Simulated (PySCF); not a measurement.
All values below come from PBE-D3(BJ)/def2-TZVP // PBE0-D4/def2-TZVP in PySCF 2.14.0. Isolated molecules, 0 K electronic values unless said otherwise. One relaxed conformer stands for a flexible species; it need not be the lowest. Excitations are Tamm–Dancoff values on a coarser integration grid. The basis has no diffuse functions, so Rydberg states are missing or too high.

Reference species (SMILES): `C[S@](=O)[SiH2]O` (O–S–Si–O torsion -17°, S–Si–O–H torsion 14°) (neutral, multiplicity 1).

```yaml
S1 oscillator strength: 0.007
S1–T1 gap (TDA): 0.44 eV
LUMO: -1.53 eV
```

After one change: the S1 oscillator strength stays essentially unchanged; the S1–T1 gap (TDA) rises by 0.30 eV; the LUMO drops by 0.41 eV.

### Question
Name the change that produced these shifts. The new species is one of these.
A. `O=C[SiH2]O` (O–C–Si–O torsion 0°, C–Si–O–H torsion 0°)
B. `O=C(O)[SiH2]O`
C. `N#CC[SiH2]O`
D. `O[SiH2][GeH3]` (H–O–Si–Ge torsion 60°)

### Answer
B, `O=C(O)[SiH2]O`
